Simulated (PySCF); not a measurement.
Compound: C2H5FGeO.
Cartesian coordinates in Å at the PBE0-D3(BJ)/def2-SVP level; atoms count from 1:
```
atom  x, y, z in Å
C1    -1.435    0.273   -0.315
C2    -0.288    0.362    0.645
O3    -0.357    0.851    1.745
Ge4    1.491   -0.373    0.097
F5     1.288   -1.040   -1.511
H6    -1.669   -0.788   -0.502
H7    -1.149    0.698   -1.291
H8    -2.316    0.788    0.092
H9     1.934   -1.525    1.010
H10    2.548    0.738   -0.003
```

Theory: PBE0-D3(BJ)/def2-SVP geometry optimisation, gas phase (PySCF 2.14.0).

Masses are those of the commonest isotopes; rigid-rotor values at the optimised geometry. The values belong to one conformer with, in the numbering `[CH3:1][C:2](=[O:3])[GeH2:4][F:5]`, C1–C2–Ge4–F5 -1°.

(1) Give the principal moments of inertia and the rotational constants in cm⁻¹.

(2) Classify the top.

(3) Is it planar, by Δ = Ic − Ia − Ib?

(4) Give the other two planar moments, Paa and Pbb, and the rms extents of the mass along the axes.

(5) Which types of transition are allowed, and where do some lines up to J = 2 fall?

Results:

(1) Ia = 92.83, Ib = 217.33, Ic = 300.44 u·Å²; 505379 MHz·u·Å²/I gives 5444, 2325 and 1682 MHz, that is A = 0.18160, B = 0.07757, C = 0.05611 cm⁻¹.

(2) An asymmetric top: κ = (2 × 2325 − 5444 − 1682)/(5444 − 1682) = -0.66.

(3) Not planar: Δ = Ic − Ia − Ib = -9.71 u·Å². For a rigid frame Δ = −2 Σ m c², so Σ m c² = 4.86 u·Å² lies off the ab plane: 4.85 from hydrogen and 0.01 from heavier atoms. The atom farthest from that plane is 1.29 Å away.

(4) Paa = Σ m a² = (Ib + Ic − Ia)/2 = 212.47 and Pbb = Σ m b² = (Ia + Ic − Ib)/2 = 87.97 u·Å². With the mass M = 137.95 u, the rms extents √(P/M) along a, b and c are 1.24, 0.80, 0.19 Å.

(5) The dipole components are |μa| = 0.08 D, |μb| = 0.51 D, |μc| = 0.01 D. Intensities carry the squares of the components, which stand as 0.03 : 1.00 : 0.00 (a : b : c). Some lines, for components of 0.1 D or more:

| type | branch | J(Ka,Kc) | MHz | lower level (cm⁻¹) |
| --- | --- | --- | --- | --- |
| b | Q | 1(1,0) ← 1(0,1) | 3762 | 0.134 |
| b | Q | 2(1,1) ← 2(0,2) | 4495 | 0.398 |
| b | R | 2(0,2) ← 1(1,1) | 4806 | 0.238 |
| b | R | 1(1,1) ← 0(0,0) | 7126 | 0.000 |
| b | Q | 2(2,0) ← 2(1,1) | 9446 | 0.548 |
| b | R | 2(1,2) ← 1(0,1) | 10491 | 0.134 |
| b | Q | 2(2,1) ← 2(1,2) | 11287 | 0.484 |
| b | R | 2(2,1) ← 1(1,0) | 18015 | 0.259 |
| b | R | 2(2,0) ← 1(1,1) | 18748 | 0.238 |

No PBE0-D3(BJ)/def2-SVP frequencies stand behind this structure, so it isn't proved a minimum. Zero-point vibration and centrifugal distortion are left out. A rigid rotor knows nothing of internal rotation, which can split or shift real lines.
